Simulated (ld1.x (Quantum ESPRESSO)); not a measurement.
**Which change was made? (Ni, RRKJ)**

```
Element                 : nickel
Generator               : ld1.x (Quantum ESPRESSO) 7.5
Type                    : norm-conserving RRKJ (Kleinman–Bylander form)
Functional              : PW91
Relativity              : scalar-relativistic
Frozen core             : [Ar]
Valence charge          : 10
Reference configuration : 3d8.5 4s1.5 4p0
Partial waves           : 4p (bound, empty): rc 3.75 bohr; 3d (bound): rc 1.15 bohr; 4s (bound): rc 1.55 bohr
Local potential         : the s channel
Core correction         : a·sin(br)/r model core inside 1.00 bohr
rho0                    : 0.001
```

Cutoffs, loose and tight: the cutoffs (Ry, on a coarse ladder) from which the occupation-weighted sum of valence levels, in a spherical-Bessel basis at the reference potential, stays within 10 and 1 mRy of its value at 400 Ry. They do not see the model core or the augmentation charge, which bear on the density cutoff. Test errors are all-electron minus pseudo excitation energies from the reference, over the configurations 3d8 4s2 4p0; 3d8 4s1 4p0; 3d8 4s0 4p0; 3d8 4s1.5 4p0; 3d9 4s1 4p0; 3d8 4s0 4p1; 3d7 4s2 4p1; variants that change the core or the reference have their own tests. The largest error is taken over the tests solved by every variant that gives reliable tests at all, those not shown here included: 3d8 4s0 4p0; 3d8 4s0 4p1; 3d8 4s1 4p0; 3d8 4s1.5 4p0; 3d8 4s2 4p0; 3d9 4s1 4p0.

The base gives: outcome: generated; cutoff, loose: 140 Ry; cutoff, tight: 200 Ry; bound ghosts: none; largest test error (meV): -71.

Problem. After one change the result is: outcome: generated; cutoff, loose: 120 Ry; cutoff, tight: 180 Ry; bound ghosts: none; largest test error (meV): -66. Which change was it?
A. all radii but the core radius scaled by about 0.89 (s 1.38, p 3.34, d 1.02 bohr)
B. all radii but the core radius scaled by about 1.16 (s 1.80, p 4.36, d 1.34 bohr)
C. all radii but the core radius scaled by about 1.04 (s 1.62, p 3.92, d 1.20 bohr)
D. all radii but the core radius scaled by about 1.34 (s 2.08, p 5.04, d 1.54 bohr)
E. all radii but the core radius scaled by about 0.79 (s 1.22, p 2.96, d 0.92 bohr)

Solution. C. The others give: all radii but the core radius scaled by about 0.79 (s 1.22, p 2.96, d 0.92 bohr) → outcome: generated; cutoff, loose: 200 Ry; cutoff, tight: 300 Ry; bound ghosts: p, s (extra level of the local part); largest test error (meV): +192 | all radii but the core radius scaled by about 0.89 (s 1.38, p 3.34, d 1.02 bohr) → outcome: generated; cutoff, loose: 160 Ry; cutoff, tight: 230 Ry; bound ghosts: p; largest test error (meV): -86 | all radii but the core radius scaled by about 1.34 (s 2.08, p 5.04, d 1.54 bohr) → outcome: generated; cutoff, loose: 80 Ry; cutoff, tight: 120 Ry; bound ghosts: none; largest test error (meV): -70 | all radii but the core radius scaled by about 1.16 (s 1.80, p 4.36, d 1.34 bohr) → outcome: generated; cutoff, loose: 100 Ry; cutoff, tight: 160 Ry; bound ghosts: none; largest test error (meV): -67.
